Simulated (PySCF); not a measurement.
# Al: excitation energy

Al [Ne] 3s2 3p1 (2P) → Al [Ne] 3s2 3d1 (2D), as a difference of total energies. Computed with PySCF 2.14 in dyall-acv3z, with no relativity, point nucleus. Correlated levels: valence: [Ne] frozen; virtual orbitals above 40 to 60 times the deepest correlated orbital energy dropped. The calculations carry no spin-orbit coupling.

```
           method  excitation energy (eV)
              UHF                   4.386
    MP2 (valence)                   4.400
SCS-MP2 (valence)                   4.405
   CCSD (valence)                   4.215
CCSD(T) (valence)                   4.110
```

Errors of the correlated levels include the incompleteness of this basis and the frozen core.

The promoted electron is Rydberg-like, and one or two diffuse shells describe it only roughly, which tends to raise the upper state.

The coupled-cluster amplitudes are large for the upper state (T1 above 0.03 or a double amplitude above 0.15), so a single reference is strained.

Task: Which method comes closest to the reference value, and which is furthest?

Result: The reference is 4.012 eV (measured; NIST levels, between the centres of gravity of the two terms). Closest: CCSD(T) (valence) (error 0.098 eV); furthest: SCS-MP2 (valence) (error 0.393 eV).
